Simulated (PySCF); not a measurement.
H5Sb, SMILES [SbH5].

Geometry optimised at r2SCAN-D4/def2-TZVP. The def2 effective core potentials stand for the cores of Sb; spin–orbit coupling is left out.

Method: C-PCM-PBE0/def2-TZVPD (PySCF).

The values are the electrostatic part of the solvation free energy, E(continuum) − E(gas) at the gas-phase geometry, in a cavity of scaled van der Waals radii (PySCF's table); cavitation and dispersion terms are not included. A continuum can't describe solvent molecules that bind to the metal. In vacuum the orbital gap is 5.34 eV. The dipole moment in vacuum is 0.00 D.

Computed values in water (ε = 78.36), n-hexane (ε = 1.88), ethylethanoate (ε = 5.99):
```
solvent             ε  ΔG(elec) (kcal/mol)  dipole (D)  gap (eV)
--------------  -----  -------------------  ----------  --------
water           78.36                 -1.6        0.00      5.40
n-hexane         1.88                 -0.7        0.00      5.36
ethylethanoate   5.99                 -1.3        0.00      5.38
```
